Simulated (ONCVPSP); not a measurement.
Before and after: ONCV potential for iron

* Element: iron
* Generator: ONCVPSP 4.0.1
* Type: optimised norm-conserving Vanderbilt (ONCV)
* Functional: PBE
* Relativity: scalar-relativistic
* Frozen core: [Ne] 3s2
* Valence charge: 14
* Reference configuration: 3p6 3d6 4s2
* Partial waves: 4s: rc 2.55 bohr, ncon 4, nbas 7, qcut 2.7 1/bohr, 3 projectors, debl 3.5 Ha; 3p: rc 0.80 bohr, ncon 4, nbas 8, qcut 8.8 1/bohr, 3 projectors, debl 4 Ha; 3d: rc 1.05 bohr, ncon 4, nbas 9, qcut 14.4 1/bohr, 2 projectors, debl 3.3 Ha; f scattering state at 0.06 Ha: rc 2.20 bohr, ncon 3, nbas 6, qcut 5.8 1/bohr, 2 projectors, debl 1.6 Ha
* Local potential: polynomial inside 0.50 bohr (lpopt 5, dvloc0 0 Ha)
* Core correction: Teter function, fcfact 5.25, rcfact 1.1

Change: s: rc 2.02.

Cutoffs: the cutoffs (Ha) at which the residual kinetic energy of the hardest occupied pseudo-wave falls to 1 and 0.1 mHa per electron; they do not see the model core or the augmentation charge, which bear on the density cutoff. Errors are all-electron minus pseudo energies relative to the spin-unpolarised reference configuration.

Q: Predict the effect on cutoff, ghosts and configuration errors.

A: The potential gets neither clearly harder nor softer (97 Ha and 297 Ha → 97 Ha and 297 Ha); both files keep a bound ghost (f, p, s); of the 4 tests that both files solve, the error grows in 2 and shrinks in 0 by more than 15 % and 0.3 meV (median size 30.2 → 37.4 meV).

```csv
quantity,base,changed
"cutoff, loose",97 Ha,97 Ha
"cutoff, tight",297 Ha,297 Ha
loose cutoff by channel,"s 4.0 Ha, p 97 Ha, d 80 Ha","s 4.4 Ha, p 97 Ha, d 80 Ha"
bound ghosts,"s, p, f","s, p, f"
GHOST(+) flags under 300 eV,s at 287.7 eV,s at 237.5 eV
"error for 3p6 3d6 4s1, meV [ΔE 8.73 eV]",-5.9,-5.9
"error for 3p6 3d6 4s0, meV [ΔE 24.93 eV]",-29,-26
"error for 3p6 3d5 4s0, meV [ΔE 59.16 eV]",+59,+119
"error for 3p6 3d7 4s1, meV [ΔE -0.79 eV]",-32,-49
p: phases at 0.81 bohr within 0.05 rad from the reference energy up to (Ha; the scan ends near 5),to the end of the scan,to the end of the scan
d: phases at 1.07 bohr within 0.05 rad from the reference energy up to (Ha; the scan ends near 5),to the end of the scan,to the end of the scan
f: phases at 2.24 bohr within 0.05 rad from the reference energy up to (Ha; the scan ends near 5),4.0,4.0
"rms error of d²Exc/dni dnj with the model core, mHa",3.76,3.77
```

 A true bound ghost makes a file unfit for plane-wave use even where its test errors are small: the radial tests pick states by their node count and pass the ghost by.
